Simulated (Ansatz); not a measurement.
`CC[N](CC)[Ge]([F])([O]C)[O]C`, relaxed with RKS PBE-D4/def2-SVP in the Gaussian-basis code of Ansatz from a rough embedded geometry. The force threshold is 0.03 eV/Å; the program also tests the step.

The species carries charge 0 and has multiplicity 1.

Start:

```xyz
27

C    -0.943    2.197    1.430
C     0.020    0.953    1.574
N    -0.362   -0.086    0.625
C    -0.158   -1.462    1.089
C    -0.852   -2.501    0.336
Ge    0.456    0.163   -1.065
F     0.972    1.832   -1.231
O     1.824   -0.965   -1.281
C     2.982   -0.362   -0.718
O    -0.745   -0.187   -2.355
C    -1.844    0.656   -2.161
H    -0.820    2.588    0.405
H    -1.880    1.891    1.619
H    -0.557    2.933    2.182
H     1.076    1.246    1.443
H    -0.085    0.566    2.617
H    -0.447   -1.560    2.169
H     1.002   -1.677    1.135
H    -1.946   -2.270    0.316
H    -0.422   -2.616   -0.666
H    -0.698   -3.495    0.840
H     2.841   -0.031    0.332
H     3.262    0.579   -1.387
H     3.855   -1.032   -0.822
H    -2.404    0.445   -1.226
H    -2.547    0.455   -3.006
H    -1.580    1.739   -2.192
```

(1) How much energy does the relaxation release, and in how many steps? (Estimate.)

(2) Which bonds change most? (Estimate.)

(3) Give the relaxed structure. (Estimate.)

## Answers

(1) Computed: 22.25 kcal/mol, in 12 steps.

(2) The calculation gave: C1–H13 from 1.003 to 1.109 Å; C9–H23 from 1.188 to 1.114 Å; C4–C5 from 1.459 to 1.526 Å; N3–Ge6 from 1.894 to 1.833 Å.

(3) The calculation gave: 
```xyz
27

C    -0.943    2.269    1.395
C    -0.007    1.098    1.688
N    -0.098    0.017    0.698
C    -0.145   -1.349    1.224
C    -0.499   -2.394    0.170
Ge    0.474    0.300   -1.020
F     1.031    1.974   -1.045
O     1.802   -0.735   -1.603
C     3.039   -0.685   -0.903
O    -0.766    0.067   -2.265
C    -2.077    0.571   -2.049
H    -0.673    2.758    0.438
H    -1.996    1.927    1.333
H    -0.871    3.037    2.192
H     1.037    1.474    1.809
H    -0.279    0.651    2.669
H    -0.913   -1.371    2.031
H     0.819   -1.637    1.717
H    -1.476   -2.172   -0.305
H     0.269   -2.446   -0.629
H    -0.562   -3.398    0.635
H     2.935   -0.954    0.175
H     3.518    0.319   -0.963
H     3.722   -1.423   -1.374
H    -2.447    0.370   -1.017
H    -2.757    0.067   -2.767
H    -2.136    1.668   -2.230
```
